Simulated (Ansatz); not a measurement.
Cost and result for the atomization energy of C$_{2}$H$_{4}$BN (`B1C=NC1`) (8 atoms, 8 bonds).

Total charge 0; spin multiplicity 1. All single points use the PBE0-D4/def2-TZVP geometry. Program: Ansatz. All runs use 2 threads of an Arm Neoverse V2 on a shared host. Times are those of one run each, without the atoms' runs, and a repeat can differ threefold. Electronic energies, without spin–orbit coupling; frozen cores. CCSD(T)/CBS adds CCSD(T) − MP2 in def2-TZVPP to the MP2 limit, and its time is that of the two runs behind it. T1 = 0.015. B3LYP takes the VWN-RPA correlation (the form of Gaussian; ORCA's B3LYP/G). HSE06 is the plane-wave form, built on full-range PBE exchange.

CCSD(T)/CBS is a level of theory with its own doubt, some kJ/mol a heavy atom from the limit and from the frozen cores, so smaller differences don't rank the functionals.

```
                             level  functions  wall time  atomization (kcal/mol)  difference from CCSD(T)/CBS  per bond
            LDA (SPW92)/def2-TZVPP        180      1.1 s                   884.2                        127.7      16.0
                BLYP-D4/def2-TZVPP        180      1.7 s                   766.8                         10.3       1.3
                  CCSD(T)/def2-SVP         76        2 s                   722.4                        -34.1      -4.3
                PBE0-D4/def2-TZVPP        180      2.3 s                   771.1                         14.6       1.8
               HSE06-D4/def2-TZVPP        180      2.4 s                   771.8                         15.3       1.9
 B3LYP-D4/def2-TZVPP (with forces)        180      2.9 s                   763.6                          7.1       0.9
r2SCAN-D4/def2-TZVPP (with forces)        180      4.1 s                   764.4                          7.9       1.0
               PBE-QIDH/def2-TZVPP        180      4.2 s                   759.8                          3.3       0.4
                ωB97X-V/def2-TZVPP        180      6.5 s                   763.3                          6.8       0.8
                 B97M-V/def2-TZVPP        180        8 s                   764.9                          8.4       1.1
                    MP2/def2-QZVPP        348       14 s                   766.7                         10.2       1.3
                CCSD(T)/def2-TZVPP        180       36 s                   736.3                        -20.2      -2.5
                 CCSD(T)/CBS(def2)          –       50 s                   756.5                          0.0       0.0
```

At CCSD(T), def2-SVP lies −34.1 kcal/mol from the extrapolated value and def2-TZVPP −20.1 kcal/mol: correlation converges slowly with the basis, and small sets miss more of it in the bonded molecule than in its fragments. From r2SCAN to r2SCAN0 (25 % exact exchange), in def2-TZVPP and without D4, the atomization energy moves by −14.9 kcal/mol: exact exchange takes away binding that semilocal exchange gives to molecules. Leaving LDA and LC-ωPBE aside and taking each functional with its dispersion term where it has one, the values, not all of them listed here, spread over 56.1 kcal/mol, from BHLYP-D4 to PBE-D4. LDA lies +96.2 kcal/mol from PBE without D4, its usual overbinding.
